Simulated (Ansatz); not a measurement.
Wavefunction ladder for `[BH2-]1[NH2+][BH2-][NH2+]1`

```xyz
12

B     0.744   -0.217   -0.789
N    -0.646    0.572   -0.767
B    -0.743    0.218    0.789
N     0.646   -0.573    0.766
H     0.690   -1.204   -1.480
H     1.672    0.516   -1.024
H    -1.374    0.171   -1.342
H    -0.582    1.557   -0.978
H    -0.686    1.206    1.478
H    -1.673   -0.513    1.027
H     1.373   -0.175    1.342
H     0.579   -1.559    0.976
```

The species carries charge 0 and has multiplicity 1. The geometry is a stationary point of PBE0-D4/def2-TZVP. Frozen core, restricted reference, Ansatz 0.2.0. CBS rows extrapolate triple and quadruple zeta; past MP2 they add the triple-zeta difference.

```json
{"basis": "def2-SVP", "HF (Eh)": "-162.88555", "MP2 corr.": "-0.55320", "CCSD corr.": "-0.60355", "(T)": "-0.01610", "CCSD(T) total": "-163.50520"}
{"basis": "def2-TZVPP", "HF (Eh)": "-163.06710", "MP2 corr.": "-0.67997", "CCSD corr.": "-0.72148", "(T)": "-0.02624", "CCSD(T) total": "-163.81482"}
{"basis": "def2-QZVPP", "HF (Eh)": "-163.07502", "MP2 corr.": "-0.72409", "CCSD corr.": "–", "(T)": "–", "CCSD(T) total": "–"}
{"basis": "CBS(def2)", "HF (Eh)": "-163.07611", "MP2 corr.": "-0.75677", "CCSD corr.": "-0.79829", "(T)": "as TZ", "CCSD(T) total": "-163.90064"}
```
